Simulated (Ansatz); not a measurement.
A run of Ansatz (development build ahead of 0.2.0) on quintet CoV at this shape:

```xyz
2

V     0.0000    0.0000    0.0000
Co    0.0000    0.0000    2.4500
```

Its results:

```
Converged                       : yes
Total energy                    : -2326.67445 hartree
Spin squared of the determinant : 6.000
Stability test                  : minimum among restricted orbitals
```

Question: Which input gives this output? Name the method, the orbitals and the basis set, and write the input.

Answer: ωB97X (restricted open-shell) in pcseg-2.

```yaml
crystal:
  periodic: [false, false, false]
  atoms:
    - { symbol: V, position_ang: [0.0, 0.0, 0.0] }
    - { symbol: Co, position_ang: [0.0, 0.0, 2.45] }
basis:
  gaussian: { orbitals: pcseg-2 }
magnetization:
  initial_magnetization: 4
hamiltonian:
  xc: { name: wB97X }
```

Caution: no unrestricted run beside it, a lower state can exist; other spin multiplicities were not run.
